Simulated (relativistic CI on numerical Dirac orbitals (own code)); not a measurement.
# S¹¹⁺: computed level list

Method of calculation: Dirac-Coulomb-Breit CI, orbitals from a KLI potential per configuration, QED by a radiative potential, unscaled Slater integrals (own radial code, finite nucleus).

Configurations in the expansion (outside the closed core 1s2): 2s2 2p, 2s 2p2, 2p3, 2p2 3s, 2p2 3p, 2p2 3d, 2s2 3s, 2s2 3p, 2s2 3d, 2s 2p 3s, 2s 2p 3p, 2s 2p 3d, 2s2 4s, 2s2 4p, 2s2 4d, 2s2 4f. Levels of other configurations are missing.

The lowest level is 2s2 2p 2P°_1/2, with 97 % of that term; Hund's rules for 2s2 2p give 2P° with J = 1/2, in agreement.

```csv
No.,Configuration,Term,J,E (cm⁻¹),%,Next component (%),Landé g
1,2s2 2p,2P°,1/2,0,97,3 2p3 2P°,0.664
2,2s2 2p,2P°,3/2,13066,97,3 2p3 2P°,1.333
3,2s 2p2(3P),4P,1/2,190136,100,,2.667
4,2s 2p2(3P),4P,3/2,194892,100,,1.733
5,2s 2p2(3P),4P,5/2,201563,100,,1.599
6,2s 2p2(1D),2D,3/2,351334,100,,0.800
7,2s 2p2(1D),2D,5/2,351549,100,,1.200
8,2s 2p2(1S),2S,1/2,446313,93,7 2P,1.907
9,2s 2p2(3P),2P,1/2,474226,93,7 2S,0.760
10,2s 2p2(3P),2P,3/2,481095,100,,1.332
11,2p3,4S°,3/2,610525,100,,1.999
12,2p3,2D°,3/2,698356,99,1 2P°,0.805
13,2p3,2D°,5/2,698811,100,,1.199
14,2p3,2P°,1/2,785914,97,3 2s2 2p 2P°,0.664
15,2p3,2P°,3/2,787599,95,3 2s2 2p 2P°,1.328
16,2s2 3s,2S,1/2,2550380,93,5 2p2 3s 2S,2.002
17,2s2 3p,2P°,1/2,2648411,90,5 2p2 3p 2P°,0.665
18,2s2 3p,2P°,3/2,2651995,90,5 2p2 3p 2P°,1.334
19,2s2 3d,2D,3/2,2744091,94,5 2p2 3d 2D,0.799
20,2s2 3d,2D,5/2,2745038,94,5 2p2 3d 2D,1.200
21,2s 2p 3s,4P°,1/2,2752347,98,1 2p2 3p 4P°,2.665
22,2s 2p 3s,4P°,3/2,2756553,98,1 2p2 3p 4P°,1.731
23,2s 2p 3s,4P°,5/2,2764638,98,1 2p2 3p 4P°,1.600
24,2s 2p 3s,2P°,1/2,2802741,95,4 2s2 3p 2P°,0.668
25,2s 2p 3s,2P°,3/2,2811580,94,4 2s2 3p 2P°,1.334
26,2s 2p 3p,4D,1/2,2839594,66,32 2P,0.224
27,2s 2p 3p,4D,3/2,2843333,72,25 2P,1.239
28,2s 2p 3p,2P,1/2,2847698,63,33 4D,0.449
29,2s 2p 3p,2P,3/2,2849413,65,27 4D,1.318
30,2s 2p 3p,4D,5/2,2849743,99,1 4P,1.372
31,2s 2p 3p,4D,7/2,2856932,99,1 2p2 3d 4D,1.428
32,2s 2p 3p,4S,3/2,2867213,91,5 4P,1.959
33,2s 2p 3p,4P,1/2,2878804,98,1 2p2 3s 4P,2.661
34,2s 2p 3p,4P,3/2,2883011,93,5 4S,1.741
35,2s 2p 3p,4P,5/2,2886506,96,2 2D,1.590
36,2s 2p 3p,2D,3/2,2893959,97,1 2p2 3s 2D,0.808
37,2s 2p 3p,2D,5/2,2902349,96,2 4P,1.208
38,2s 2p 3d,4F°,3/2,2921627,98,1 2D°,0.409
39,2s 2p 3d,4F°,5/2,2924111,98,2 4D°,1.035
40,2s 2p 3d,4F°,7/2,2927912,98,2 4D°,1.242
41,2s 2p 3p,2S,1/2,2929693,98,1 2p2 3s 2S,1.997
42,2s 2p 3d,4F°,9/2,2933580,100,,1.333
43,2s 2p 3d,4D°,1/2,2947082,96,2 4P°,0.065
44,2s 2p 3d,4D°,3/2,2947217,84,10 4P°,1.239
45,2s 2p 3d,4D°,5/2,2947393,61,26 4P°,1.410
```

Energies count from the lowest computed level; ° marks odd parity. Percentages are summed over parent terms; the parents shown are those of the largest component, closed shells are left out there.

The mean weight of the leading LS term, summed over parents, in these 45 levels is 93 %, and that of the leading jj configuration (from the same eigenvectors) 69 %, so LS coupling describes them better.

At this charge energies of transitions that change n are usually good to better than 1 %, and those within a shell (Δn = 0) to a few per cent.
